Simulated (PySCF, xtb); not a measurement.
Ti(Cl)3(NH2) anion (Cl3H2NTi), SMILES [Ti]([NH2])([Cl])([Cl])[Cl] (connectivity only; charge and spin as stated), charge -1, multiplicity 2. Other conformers were not sampled.

Harmonic wavenumbers (cm⁻¹) from xtb with GFN2-xTB at its own minimum, in rising order: 45, 57, 84, 86, 101, 107, 230, 274, 325, 349, 446, 570, 1521, 3276, 3316.

Question: What does PBE-D3(BJ)/def2-SVPD in PySCF give at its own minimum? (The exact figures need the calculation; the answer reports its results.)

Answer: 66, 76, 88, 104, 139, 173, 294, 351, 355, 432, 501, 637, 1455, 3401, 3492. Paired by order, the mean absolute difference is 60 cm⁻¹ and the zero-point energies are 15.4 and 16.5 kcal/mol.
